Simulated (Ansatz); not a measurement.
This geometry of C$_{2}$H$_{6}$N$_{2}$SSi (12 atoms, charge 0, multiplicity 1) is a first-order saddle point.

All numbers below come from RKS B3LYP/6-31G* in Ansatz.

```xyz
12
Properties=species:S:1:pos:R:3
N -0.327 -1.487 0.824
C 0.180 -0.179 0.664
N 0.782 0.414 1.815
C 0.022 0.524 -0.467
Si -0.529 0.816 -2.159
S 0.399 2.263 -0.881
H -0.591 -1.925 -0.054
H 0.299 -2.098 1.342
H 1.491 -0.202 2.213
H 0.079 0.554 2.541
H -1.966 0.975 -2.492
H 0.239 0.289 -3.313
```

(1) Which two structures does it join? (They come from a converged band through this point; their orientation in space is the band's.)

(2) How far does it lie above each of them?

Results:

(1) No bond is made or broken. The dihedral N1–C2–N3–H10 goes from -172 to 9°.

Initial state:

```xyz
12
Properties=species:S:1:pos:R:3
N -0.233 -1.632 0.808
C 0.187 -0.298 0.688
N 0.855 0.151 1.827
C -0.033 0.454 -0.408
Si -0.544 0.823 -2.076
S 0.206 2.277 -0.682
H -0.650 -1.987 -0.045
H 0.515 -2.246 1.123
H 0.402 -0.127 2.692
H 1.053 1.145 1.810
H -1.976 0.904 -2.453
H 0.296 0.481 -3.250
```

Final state:

```xyz
12
Properties=species:S:1:pos:R:3
N -0.246 -1.614 0.822
C 0.092 -0.250 0.721
N 0.569 0.296 1.898
C -0.113 0.476 -0.397
Si -0.541 0.812 -2.091
S 0.053 2.307 -0.667
H -0.669 -1.960 -0.032
H 0.547 -2.201 1.074
H 1.184 1.093 1.817
H 0.767 -0.337 2.659
H -1.949 0.828 -2.560
H 0.382 0.495 -3.210
```

(2) 39.1 kJ/mol above the first and 28.0 kJ/mol above the second. This is the barrier of this one path; another mechanism may lie lower.

Time of the run: 110 s on 2 threads of Intel(R) Xeon(R) 6975P-C (Granite Rapids), with other jobs on the host, peak memory 0.3 GiB.
